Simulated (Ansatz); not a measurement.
Reaction (ligand exchange at the Si–N bond): `C[SiH2]N[SiH2]O` + `O[SiH]1C=C1` → `O[SiH2]O[SiH]1C=C1` + `C[SiH2]N`

Calculated with Ansatz (gas phase, PBE0-D4/def2-TZVP geometries, no zero-point term in ΔE). CBS: MP2 limit from def2 TZ/QZ plus the TZ coupled-cluster correction, frozen cores. DFT in def2-TZVPP. Each species was taken in one conformer, which may not be the lowest.

```csv
level,ΔE (kJ/mol)
B2PLYP,-47.1
MP2/def2-TZVPP,-42.7
```

**Question.** What does CCSD(T)/CBS give? (Estimate.)

**Answer.** The calculation gave: -44.0 kJ/mol. The listed levels differ from it by -3.1, 1.3 kJ/mol.

Largest T1 diagnostic among the species: 0.012.

In def2-TZVPP, CCSD(T) changes the Hartree–Fock value by +14.7 kJ/mol (the triples alone add +2.4 kJ/mol) and MP2 by +15.3 kJ/mol.

CCSD(T)/CBS has its own doubt, a few kJ/mol and more with outer-core shells, so smaller differences from it don't rank the levels.
